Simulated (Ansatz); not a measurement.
One change: `[SiH3][NH][GeH3]` becomes `[SiH3][SiH2][NH][GeH3]`.

Ansatz, PBE0-D4/def2-TZVP geometries, multiplicity 1. Each molecule was computed in one conformer, which needn't be the lowest.

Scalar relativity is left out up to krypton.

| property | `[SiH3][NH][GeH3]` |
| --- | --- |
| HOMO–LUMO gap (B3LYP/def2-TZVPP) / eV | 6.81 |
| HOMO–LUMO gap (PBE0/def2-TZVPP) / eV | 7.27 |
| size of the dipole moment (B3LYP/def2-TZVPP) / D | 1.03 |
| ideal-gas entropy at 298 K and 1 bar (rigid rotor, harmonic PBE0-D4/def2-TZVP) / J/(mol·K) | 343 |
| HOMO–LUMO gap (PBE/def2-TZVPP) / eV | 5.10 |
| LUMO energy (PBE/def2-TZVPP) / eV | -0.85 |

Q: What does the change do to each property? (Estimate.)

A: The calculation gave: 
```
                                                                                  property  `[SiH3][SiH2][NH][GeH3]`  shift
                                                     HOMO–LUMO gap (B3LYP/def2-TZVPP) / eV                      6.39  -0.42
                                                      HOMO–LUMO gap (PBE0/def2-TZVPP) / eV                      6.78  -0.49
                                          size of the dipole moment (B3LYP/def2-TZVPP) / D                      1.09   0.06
ideal-gas entropy at 298 K and 1 bar (rigid rotor, harmonic PBE0-D4/def2-TZVP) / J/(mol·K)                       404     61
                                                       HOMO–LUMO gap (PBE/def2-TZVPP) / eV                      4.68  -0.42
                                                         LUMO energy (PBE/def2-TZVPP) / eV                     -1.21  -0.36
```

With PBE0 the HOMO rises by 0.13 eV and the LUMO falls by 0.36 eV, so the gap narrows by about 0.49 eV. PBE moves the HOMO by 0.04 eV and ωB97M-V by 0.23 eV. The zero-point energy changes by 44.6 kJ/mol with +9 modes. Dipoles are sizes alone; their direction can turn. Modes under 60 cm⁻¹, often nearly free rotors, make the harmonic entropy too high.

B3LYP here is the variant with VWN-RPA as its local correlation; programs differ in this.
